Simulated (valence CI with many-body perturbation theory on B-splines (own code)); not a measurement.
The numbers below are computed, except where a source is named.
**Fe²⁰⁺: what the settings do**

Level of theory: configuration interaction combined with many-body perturbation theory (CI+MBPT): four valence electrons over a frozen Dirac-Fock core [He], radial functions for each j: 6 s, 6 p, 5 d, 3 f, 1 g, with the one-electron correlation potential Σ1, the two-electron term Σ2, the three-electron term Σ3, Breit, model QED; selected CI, second order for the rest, scaled by the run's own slope (own B-spline code, finite nucleus).

No measured spectrum was set against this ion. As an estimate, levels of excited configurations hold to 0.05 to 0.15 % of their energy, terms of the ground configuration to about 0.5 %.

The reference run has the lowest level 2s2 2p2 3P_0 and an ionisation energy of 1689.09 eV. Its largest variational space holds 11450 state functions.

```tsv
Level	Reference (cm⁻¹)	Shift (cm⁻¹)
2s2 2p2 3P_1	73766	-0.5
2s2 2p2 3P_2	117359	-0.8
2s2 2p2 1D_2	244778	-1.6
2s2 2p2 1S_0	372326	-1.7
2s 2p3 5S°_2	486186	-21
2s 2p3 3D°_1	776917	-23
2s 2p3 3D°_2	777520	-23
2s 2p3 3D°_3	803705	-23
2s 2p3 3P°_0	916624	-23
2s 2p3 3P°_1	925255	-23
2s 2p3 3P°_2	942774	-24
2s 2p3 3S°_1	1096360	-25
```

The ionisation energy moves by +0.00042 eV.

Question: Which of these changes was made?
A. scale of Σ1 1 → 1.1
B. scale of Σ1 1 → 0; scale of Σ2 1 → 0; three-electron term on → off
C. logarithmic knot step 0.27 → 0.33
D. scale of Σ2 1 → 3

Answer: C. logarithmic knot step 0.27 → 0.33.
